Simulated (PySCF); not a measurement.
TaBr3, SMILES [Br][Ta]([Br])[Br] (connectivity only; charge and spin as stated), neutral, multiplicity 3. Atoms are numbered in the order given.

```xyz
4

Ta     0.0000     0.0000    -0.0808
Br     0.0000     0.0000    -2.5039
Br     0.0000    -1.9917     1.3362
Br     0.0000     1.9917     1.3362
```
Charge 0, spin multiplicity 3.

Geometry optimised at PBE0-D3(BJ)/def2-SVP. The multiplicity is an assumed one; other spin states were not compared. The def2 effective core potentials stand for the cores of Ta; spin–orbit coupling is left out.

These are PBE/def2-TZVP (PySCF) values and carry that method's errors.

ESP charges are fitted to the potential on shells at 1.4 to 2.0 van der Waals radii. Atomic charges (e):

```json
[
 {"atom": "Ta1", "Löwdin": "(withheld)", "ESP fit": "0.16", "Mulliken": "0.77", "Mulliken spin": "2.09"},
 {"atom": "Br2", "Löwdin": "(withheld)", "ESP fit": "0.00", "Mulliken": "-0.24", "Mulliken spin": "-0.07"},
 {"atom": "Br3", "Löwdin": "(withheld)", "ESP fit": "-0.08", "Mulliken": "-0.26", "Mulliken spin": "-0.01"},
 {"atom": "Br4", "Löwdin": "(withheld)", "ESP fit": "-0.08", "Mulliken": "-0.26", "Mulliken spin": "-0.01"}
]
```

Q: Fill in the missing entries. (Estimate from the structure and the level; the computed values follow.)

A: 
- Ta1, Löwdin: -0.34
- Br2, Löwdin: 0.15
- Br3, Löwdin: 0.10
- Br4, Löwdin: 0.10
